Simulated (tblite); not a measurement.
Run record: tight-binding relaxation, `COC[O][AlH2-][AsH2+]C`.

Computed with GFN2-xTB geometry optimisation, gas phase (tblite 0.8.0). Start geometry: from a force field or distance geometry. A driver script takes a list of jobs; this job's settings line and coordinates (Å) are shown.

Command:
```bash
OMP_NUM_THREADS=1 python probes_run.py task.json out
```

Input:
```
{"job": {"kind": "relax", "xc": "GFN2-xTB", "basis": "xTB"}, "charge": 0, "multiplicity": 1}
C      2.676900     0.473800    -1.862100
O      1.745500    -0.552400    -1.591500
C      1.282700    -0.423200    -0.257700
O      0.354900    -1.447000    -0.022700
Al    -0.325000    -1.320700     1.716800
As    -1.803000     0.628300     1.854100
C     -2.641800     0.422800     0.086900
H      2.189200     1.480600    -1.791200
H      3.555500     0.424200    -1.183500
H      3.031900     0.350000    -2.895800
H      0.763100     0.566900    -0.148000
H      2.122700    -0.500700     0.457300
H      0.869900    -1.160000     2.763200
H     -1.153500    -2.637000     2.051100
H     -3.097300     0.515300     2.724800
H     -1.172000     2.041900     1.631200
H     -3.147200    -0.562900     0.037600
H     -1.871500     0.480600    -0.703000
H     -3.390800     1.228700    -0.051000
```

Problem. Give the output.

Solution. 
```
step      E/eV     max force
  0    -655.92011    3.224
  1    -656.23073    2.496
  2    -656.64827    1.785
  3    -656.77413    1.138
  4    -657.01357    0.950
  5    -657.05832    0.715
  6    -657.11759    0.414
  7    -657.13336    0.346
  8    -657.14928    0.270
  9    -657.15822    0.283
... (268 lines left out)
278    -658.01098    0.029
279    -658.01112    0.029
280    -658.01123    0.025
281    -658.01136    0.028
282    -658.01154    0.038
283    -658.01178    0.043
284    -658.01201    0.035
285    -658.01214    0.018
286    -658.01220    0.012
287    -658.01223    0.010
```

«max force» is the largest atomic force in eV/Å.

Problem. From which step on does the largest force stay under 0.1 eV/Å, and how much energy is left to gain from there?

Solution. From step 236 (0.076 eV/Å), 16.8 meV above the end.

Summary of the converged run: energy lowered by 48.2 kcal/mol over 287 steps; largest atomic force 0.010 eV/Å at the end.

Problem. Where do the atoms end?

Solution. 1.372 Å rms from the input after alignment:
```
atom  x, y, z in Å
C1     1.7204    1.1935   -1.3903
O2     1.0533    0.5020   -0.3640
C3     1.7773   -0.6031    0.1383
O4     1.0573   -1.1304    1.1606
Al5   -0.1822   -1.2437    2.2696
As6   -1.5068    0.7305    1.0870
C7    -2.1753   -0.3689   -0.3831
H8     2.6745    1.5999   -1.0356
H9     1.9098    0.5381   -2.2488
H10    1.0655    2.0082   -1.6918
H11    2.7710   -0.2636    0.4867
H12    1.9212   -1.3461   -0.6710
H13    0.0946   -0.7485    3.7042
H14   -1.2493   -2.3317    1.9671
H15   -2.8562    1.3022    1.4561
H16   -1.2049    1.9603    0.2912
H17   -2.7637   -1.1878    0.0339
H18   -1.3251   -0.7985   -0.9113
H19   -2.7914    0.1969   -1.0821
```

Problem. Estimate the wall time. Hardware: one thread of an Arm Neoverse V1, shared host with 32 logical CPUs at a one-minute load of 29.

Solution. About 2.5 s.
Labels such as C1 count atoms from 1, the log's own numbers from 0.
